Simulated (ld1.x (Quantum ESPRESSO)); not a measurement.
# neon, RRKJ: configuration errors across variants

neon, norm-conserving RRKJ (Kleinman–Bylander form), made with ld1.x (Quantum ESPRESSO) 7.5 (PBE, scalar-relativistic). Core [He], reference 2s2 2p6. Waves: 2s (bound): rc 0.70 bohr; 2p (bound): rc 1.25 bohr. Local part: all-electron potential smoothed inside 0.95 bohr (lloc = -2). Core correction: none.

All-electron excitation energies from the reference (eV): (1) 2s2 2p5 22.475; (2) 2s2 2p4 65.744; (3) 2s2 2p3 133.174; (4) 2s1 2p6 45.883; (5) 2s2 2p2 227.803; (6) 2s2 2p5.5 8.868.

Tests that are not counted but printed errors over 1 eV. “local potential all-electron potential smoothed inside 0.98 bohr (lloc = -2)”: 2s2 2p2 (solver errors, printed error -208 eV).

A true bound ghost makes a file unfit for plane-wave use even where its test errors are small: the radial tests pick states by their node count and pass the ghost by.

Errors AE − PS in meV (a dash: test not solved or not reliable):

```tsv
change	(1)	(2)	(3)	(4)	(5)	(6)	bound ghosts
base	+1.6	+95	+544	-85	+1827	-1.4	s
local potential all-electron potential smoothed inside 0.48 bohr (lloc = -2)	+16	+182	+811	-75	+2426	+1.4	none
local potential all-electron potential smoothed inside 0.64 bohr (lloc = -2)	+16	+180	+806	-76	+2415	+1.3	none
local potential all-electron potential smoothed inside 0.72 bohr (lloc = -2)	+15	+178	+799	-76	+2400	+1.2	none
local potential all-electron potential smoothed inside 0.86 bohr (lloc = -2)	+13	+164	+760	-78	+2317	+0.7	none
local potential all-electron potential smoothed inside 0.98 bohr (lloc = -2)	+78	+852	+3648	-42	–	+12	none
local potential all-electron potential smoothed inside 1.08 bohr (lloc = -2)	+11	+165	+795	-82	+2465	+0.1	none
local potential all-electron potential smoothed inside 1.24 bohr (lloc = -2)	-0.1	+111	+660	-95	+2219	-2.3	none
local potential all-electron potential smoothed inside 1.30 bohr (lloc = -2)	-5.1	+88	+608	-100	+2134	-3.4	none
```

**Question.** Give the same row for: local potential all-electron potential smoothed inside 1.44 bohr (lloc = -2).

**Answer.** -18, +32, +483, -115, +1937, -6.2; bound ghosts: none.
